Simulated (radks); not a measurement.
Species: Yb+. Configuration: [Xe] 4f12 6s1 6p2 (not the ground configuration). All-electron calculation, scalar-relativistic Kohn-Sham, LDA (Slater exchange, Perdew-Wang correlation), spin-polarised, spherical densities, finite nucleus; open shells are filled with parallel spins first (spin-orbit coupling, left out, can overturn this in heavy ions); Fermi nuclear charge, rms radius 5.3108 fm. Program: a radial shooting solver on a logarithmic mesh with Libxc functionals.

Radial electron density D(r) = 4 pi r^2 rho(r):

```
   r/bohr * D(r) (the largest magnitude, 125, reaches the edge; | marks zero)
0.0007198 | *
0.0009833 |  *
 0.001343 |   *
 0.001821 |      *
 0.002487 |         *
 0.003398 |              *
 0.004642 |                     *
 0.006342 |                             *
 0.008595 |                                    *
  0.01174 |                                        *
  0.01604 |                                        *
  0.02192 |                                     *
  0.02994 |                                     *
  0.04058 |                                             *
  0.05543 |                                                      *
  0.07573 |                                                   *
   0.1035 |                                          *
   0.1402 |                                              *
   0.1916 |                                               *
   0.2617 |                             *
   0.3575 |                        *
   0.4884 |                           *
   0.6619 |                 *
   0.9043 |        *
    1.235 |    *
    1.688 | *
    2.306 |*
    3.125 |*
    4.269 *
    5.832 *
    7.968 *
    10.89 *
```

D(r) has 4 maxima, at r = 0.0135, 0.0605, 0.169, 0.454 bohr, and minima at 0.0257, 0.110, 0.322 bohr, inside which lie 1.91, 11.14, 29.67 electrons.
